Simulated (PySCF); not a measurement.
revPBE on I (iodine, neutral), [Kr] 4d10 5s2 5p4 5d1, one real determinant (an excited configuration). Calculation: PySCF 2.14, in aug-cc-pVDZ-PP with ECP28MDF (5s4p3d, 32 functions); scalar relativity through the core potential.

```
cycle= 1 E= -295.38691408099  delta_E= -0.00525  |g|= 0.0114  |ddm|= 0.388
cycle= 2 E= -295.387004381319  delta_E= -9.03e-05  |g|= 0.00735  |ddm|= 0.0847
cycle= 3 E= -295.387039852374  delta_E= -3.55e-05  |g|= 0.00106  |ddm|= 0.0319
cycle= 4 E= -295.387040142117  delta_E= -2.9e-07  |g|= 1.76e-05  |ddm|= 0.00137
cycle= 5 E= -295.387040142439  delta_E= -3.22e-10  |g|= 5.31e-07  |ddm|= 7.75e-05
converged SCF energy = -295.387040142439  <S^2> = 3.752178  2S+1 = 4.0010888
```

Highest occupied orbital energy: 1.445 eV; ⟨L²⟩ = 8.01; populations by l: s 4.00, p 10.00, d 11.00.

Question: Can this result be used?

Answer: Not for this state. Self-consistency was reached. ⟨L²⟩ = 8.01 against 12 for a pure F term, so this real determinant mixes terms. Energies and moments cover only the electrons outside the core potential. The outer electron is Rydberg-like, and this basis confines it to a smaller radius and binds it less than a complete one would. At revPBE the highest occupied level has a positive energy, so only the finite basis holds that electron; for this excited configuration the basis is too tight for the outer shell.
